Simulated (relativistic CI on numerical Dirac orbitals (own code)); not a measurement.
**Mo¹⁰⁺: what numerical and physical settings do to a radial Dirac CI calculation**

Reference input:

```
atom Mo  Z=42  charge=10  electrons=32
nucleus A=98  rms_radius_fm=4.4091
hamiltonian dirac-coulomb  breit=on  qed=on  c_scale=1
orbitals kli  potential=per-configuration
slater_scale 1
correlation none
mixing on
grid step=0.0125 r_max=13.5
scf mixing=0.4 start=green max_iterations=150 tolerance=2e-08 node_fill=0.05
configurations
  [Ar] 3d10 4s2 4p2
  [Ar] 3d10 4s 4p3
  [Ar] 3d10 4p4
  [Ar] 3d10 4s2 4p 4d
  [Ar] 3d10 4s2 4d2
end
```

Computed lowest total energy -4013.07714 Ha, first excitation 18270.7 cm⁻¹, 54 SCF steps. Runs with settings changed; * marks those that are bad on purpose:

```tsv
Changed	Outcome	Lowest level	ΔE (Ha)	First excitation (cm⁻¹)	SCF steps	Message
start potential previous, end of the grid at 9.45 bohr, Slater scale 0.5	converged	4s²4p² ³P0	0.032	20923.7	41	
SCF tolerance 0.0001, grid step 0.02	converged	4s²4p² ³P0	0.000107	18270.6	40	
Breit term off	converged	4s²4p² ³P0	-2.42	18669.3	54	
charge 9 *	refused				0	configuration [Ar] 3d10 4s2 4p2 has 32 electrons, the ion has 33
grid step 0.15 *	converged	4s²4p² ³P0	0.0173	18164.3	54	orbitals of one symmetry overlap by 1.2e-04
```
